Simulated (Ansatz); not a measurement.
Reaction (atomization): `[F][Sb]([F])[Cl]` → Cl• + 2 F• + Sb•

Isolated molecules relaxed with PBE0-D4/def2-TZVP in Ansatz; ΔE leaves out vibrations. CBS: MP2 limit from def2 TZ/QZ plus the TZ coupled-cluster correction, frozen cores. This one scheme is used for every species, atoms too. Functionals use def2-TZVPP. HSE06 is defined as in plane-wave codes. Open shells (•) are unrestricted, without spin–orbit coupling. Spin–orbit coupling would lower the free atoms: a little for Cl, F. Elements past krypton have def2 core potentials. Bonds to Sb are less sure, by a few kJ/mol each and by 10 to 20 or more in all where they break to atoms, as the def2 sets lack core-valence functions.

Q: What is ΔE at CCSD(T)/CBS? (Best estimate.)

A: Computed: +1226.4 kJ/mol.

Q: What do these levels give: revPBE-D4, BLYP-D4, B97M-V, PBE0-D4, HSE06-D4, ωB97X-V, r2SCAN, PBE0, MP2/def2-SVP, CCSD/def2-SVP, SCS-MP2/def2-TZVPP, CCSD(T)/def2-TZVPP? (Estimate.)

A: Ansatz gave: revPBE-D4 1220.1, BLYP-D4 1255.3, B97M-V 1252.4, PBE0-D4 1190.0, HSE06-D4 1189.2, ωB97X-V 1231.1, r2SCAN 1215.8, PBE0 1181.5, MP2/def2-SVP 1067.2, CCSD/def2-SVP 978.2, SCS-MP2/def2-TZVPP 1167.2, CCSD(T)/def2-TZVPP 1138.4 kJ/mol.

Largest T1 diagnostic among the species: 0.015.

At CCSD(T), def2-SVP lies −224.8 kJ/mol from the extrapolated value and def2-TZVPP −88.1 kJ/mol: correlation converges slowly with the basis, and small sets miss more of it in the bonded molecule than in its fragments. The D4 term adds +16.7 kJ/mol with B3LYP and +8.5 kJ/mol with PBE0; it sums over pairs of atoms, weighted by their polarisabilities, and B3LYP, whose exchange is more repulsive, gets the larger term.

B3LYP here is the variant with VWN-RPA as its local correlation; programs differ in this.

For atomizations the MP2-based limit and the directly extrapolated one differ by several kJ/mol either way, and by 10 to 25 for some Ge, Se and Sn compounds, so smaller differences from it don't rank the levels.
